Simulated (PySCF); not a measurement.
C$_{3}$H$_{6}$Cl, doublet, geometry from GFN2-xTB. Base run: PBE0/def2-SV(P) in PySCF.

The PySCF input:
```python
from pyscf import gto, scf, dft

mol = gto.Mole()
mol.atom = '''
    C     0.88196835   -0.69035601   -0.06520633
    C     2.33446101   -0.22289527   -0.00871853
    C    -0.04521944    0.45133341   -0.21727741
    H     0.63004599   -1.24911322    0.84093252
    H     0.77187846   -1.39427599   -0.90612752
    H     3.00027462   -1.07594315    0.09232763
    Cl   -1.68930543    0.26027060    0.15334852
    H     2.59685791    0.31448981   -0.91653331
    H     2.48724108    0.43935498    0.83925443
    H     0.20463477    1.31239464   -0.80956506
'''
mol.basis = 'def2-sv(p)'
mol.spin = 1
mol.verbose = 4
mol.build()

mf = dft.UKS(mol)
mf.xc = 'pbe0'
mf.kernel()
```

The base run was repeated with changes; each row names its change, and settings that it needs were set with it.

```json
[
 {"change": "base", "ΔE vs base (mEh)": "0.000", "fitting functions": "-", "dipole (D)": "1.37"},
 {"change": "auxbasis = cc-pvtz-ri", "ΔE vs base (mEh)": "-9.945", "fitting functions": "545", "dipole (D)": "1.37"},
 {"change": "auxbasis = cc-pvtz-jkfit", "ΔE vs base (mEh)": "-0.089", "fitting functions": "538", "dipole (D)": "1.37"},
 {"change": "auxbasis = def2-tzvp-ri", "ΔE vs base (mEh)": "-23.321", "fitting functions": "431", "dipole (D)": "1.37"},
 {"change": "auxbasis = def2-svp-ri", "ΔE vs base (mEh)": "-569.8", "fitting functions": "290", "dipole (D)": "1.37"},
 {"change": "auxbasis = even-tempered beta=2.0", "ΔE vs base (mEh)": "-0.166", "fitting functions": "569", "dipole (D)": "1.37"},
 {"change": "auxbasis = autoaux", "ΔE vs base (mEh)": "-0.386", "fitting functions": "539", "dipole (D)": "1.37"},
 {"change": "auxbasis = def2-universal-jfit", "ΔE vs base (mEh)": "514.2", "fitting functions": "264", "dipole (D)": "1.36"},
 {"change": "auxbasis = cc-pvqz-jkfit", "ΔE vs base (mEh)": "-0.058", "fitting functions": "772", "dipole (D)": "1.37"},
 {"change": "auxbasis = even-tempered beta=1.6", "ΔE vs base (mEh)": "-0.047", "fitting functions": "832", "dipole (D)": "1.37"}
]
```

A fitting set is made for a task (jfit for Coulomb, jkfit for Coulomb and exchange, ri for correlation) and for a family of orbital bases.

Open shells are given as the SCF converged; they aren't shown to be the lowest states, and a large step between rows can be another state.
